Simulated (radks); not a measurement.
Spherical quantum dot in the effective-mass picture: electrons in a hard-walled sphere of radius 1.81, with a point charge +1 (a donor) at the centre, all in effective atomic units (hartree* = m*/eps^2 hartree, bohr* = eps/m* bohr), one dielectric constant everywhere. Calculated with a radial shooting solver with Libxc functionals: non-relativistic Kohn-Sham, LDA (Slater exchange, Perdew-Wang correlation), spin-polarised, spherical densities. Levels are named by radial order and angular momentum (1s, 1p, 1d, 2s, ...), and open shells are averaged over m.

N = 8, configuration 1s2 1p6. This is the lowest configuration that the search found. Occupied and some empty levels:

| level | occupation | eigenvalue (hartree*) | <r> (bohr*) |
|---|---|---|---|
| 1s | 2 | 6.3969 | 0.9273 |
| 1p | 6 | 7.8868 | 1.110 |
| 1d | 0 | 9.7316 | 1.201 |
| 2s | 0 | 10.443 | 0.8642 |
| 1f | 0 | 11.996 | 1.263 |

Energy (hartree*): total 34.8206, kinetic 21.762, external -8.5839, Hartree 26.953, exchange-correlation -5.3109. Static polarisability (adiabatic kernel): 1.288 bohr*^3.

Electron density:

| r (bohr*) | n(r) (e/bohr*^3) |
|---|---|
| 0.0896 | 0.7864 |
| 0.180 | 0.7128 |
| 0.271 | 0.6827 |
| 0.361 | 0.6831 |
| 0.451 | 0.7028 |
| 0.542 | 0.7317 |
| 0.632 | 0.7606 |
| 0.723 | 0.7813 |
| 0.813 | 0.7865 |
| 0.904 | 0.7704 |
| 0.994 | 0.7291 |
| 1.08 | 0.6613 |
| 1.18 | 0.5704 |
| 1.26 | 0.4621 |
| 1.36 | 0.3444 |
| 1.45 | 0.2313 |
| 1.54 | 0.1321 |
| 1.63 | 0.05844 |
| 1.72 | 0.01410 |
| 1.81 | 0.00003347 |
